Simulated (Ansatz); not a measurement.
H$_{3}$HfO$_{3}$, doublet, geometry from GFN2-xTB (such geometries of metal compounds can be far from the true shape) (the multiplicity is a formal guess) (core potentials on Hf); PBE0/def2-SV(P) (Ansatz, an electronic-structure program).

Here is a job for Ansatz.
Ansatz 0.2 input:
```yaml
crystal:
  periodic: [false, false, false]
  atoms:
    - {symbol: Hf, position_ang: [0.02003494, -0.04142502, 0.04666408]}
    - {symbol: O, position_ang: [1.50219233, -0.12177492, -1.07532677]}
    - {symbol: H, position_ang: [1.50657928, 0.40421577, -1.88523804]}
    - {symbol: O, position_ang: [-0.47977780, -0.81968077, 1.65944460]}
    - {symbol: H, position_ang: [-1.34165278, -0.58759156, 2.02775851]}
    - {symbol: O, position_ang: [-1.11915871, 1.14542333, -0.81548044]}
    - {symbol: H, position_ang: [-0.83348867, 1.53423643, -1.65143302]}
basis:
  gaussian:
    orbitals: def2-SV_P_.json
hamiltonian:
  xc: pbe0
magnetization: {spin_polarized: true, initial_magnetization: 1}
```
The basis file holds def2-SV(P) in the JSON format of the Basis Set Exchange.

What the program printed (banner, timings and long lists left out):

```
Functional definition: PBE0
813 factors; integrals over basis functions are off by at most 5.4e-4 eV
mean field evaluation 1: about -7472.6310 eV, gradient 6.2e1 eV
mean field evaluation 2: about -7431.7100 eV, gradient 1.2e2 eV
mean field evaluation 4: about -7486.3773 eV, gradient 3.7e0 eV
mean field evaluation 8: about -7486.5899 eV, gradient 4.8e-1 eV
mean field evaluation 16: about -7486.5914 eV, gradient 4.5e-4 eV
mean field -7486.59142879 eV, -275.1271604141 hartree, gradient 5.3e-5 eV, S^2 0.752238; 0 other end points of the search recorded, 0 dependent functions left out
reference -7486.59147770 eV, -275.1271622114 hartree; 20, 19 occupied and 53, 54 virtual orbitals, 813 factors
Total energy: -7486.59147770 eV, -275.1271622114 hartree
```
